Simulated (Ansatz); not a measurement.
Zn5Cu2, relaxed as a singlet with RKS B3LYP-D4/def2-SVP in Ansatz, starting from the GFN1-xTB geometry. Force threshold 0.02 eV/Å.

The relaxation made no stability test and no search for a lower SCF solution. No other spin state of charge 0 was run. Another isomer (singlet) lies 0.68 eV lower at PBE0-D4/def2-TZVP; other spin states weren't run for this one.

Start:

```xyz
7

Cu    0.9084   -0.8975    0.9027
Cu   -0.4293    0.4182   -0.4306
Zn    3.1523   -1.3052    1.5721
Zn   -1.7441    2.4568   -0.3140
Zn   -0.3222    1.7216   -2.4839
Zn    0.9135   -2.6705    2.4855
Zn   -2.4785    0.2765   -1.7318
```

| step | energy (eV) | largest force component (eV/Å) | SCF passes |
| --- | --- | --- | --- |
| 1 | -331344.1620 | 0.568 | 22 |
| 2 | -331344.3387 | 0.236 | 27 |
| 3 | -331344.4538 | 0.366 | 26 |
| 4 | -331344.5262 | 0.347 | 27 |
| 5 | -331344.5392 | 0.089 | 29 |
| 6 | -331344.5408 | 0.049 | 31 |
| 7 | -331344.5412 | 0.002 | 18 |

Force components are those of the run's own axes.

End:

Cartesian coordinates in Å:
```
Cu 0.892 -0.876 0.885
Cu -0.441 0.428 -0.442
Zn 3.370 -0.916 1.257
Zn -1.656 2.475 -0.016
Zn -0.042 1.632 -2.507
Zn 0.370 -2.739 2.477
Zn -2.494 -0.005 -1.654
```

Bonds lost: Zn3–Zn6, Zn4–Zn5, Zn4–Zn7 (atoms count from 1).

No frequencies were taken in this run, so the end may be a saddle point.

It took 2.1 min on 4 threads of Arm Neoverse N1 on a shared host, peak host memory 0.97 GiB.
